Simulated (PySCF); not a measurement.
Isomers of C3H10Si. Gas-phase values, no solvent. One relaxed conformer stands for each flexible species; it need not be the lowest. Strings in code marks are SMILES.

All values below come from PBE-D3(BJ)/def2-TZVP // B3LYP-D3(BJ)/def2-TZVP (PySCF). 

```json
[
 {"species": "`CC(C)[SiH3]`", "HOMO–LUMO gap (eV)": "6.79", "HOMO (eV)": "-6.89"},
 {"species": "`C[SiH](C)C`", "HOMO–LUMO gap (eV)": "7.55", "HOMO (eV)": "-7.22"},
 {"species": "`CC[SiH2]C` (C–C–Si–C torsion 180°)", "HOMO–LUMO gap (eV)": "7.12", "HOMO (eV)": "___"},
 {"species": "`CCC[SiH3]` (C–C–C–Si torsion 180°)", "HOMO–LUMO gap (eV)": "___", "HOMO (eV)": "-7.22"}
]
```

Question: Complete the blanks.

Answer: 
- `CC[SiH2]C` (C–C–Si–C torsion 180°), HOMO (eV): -6.95
- `CCC[SiH3]` (C–C–C–Si torsion 180°), HOMO–LUMO gap (eV): 7.15
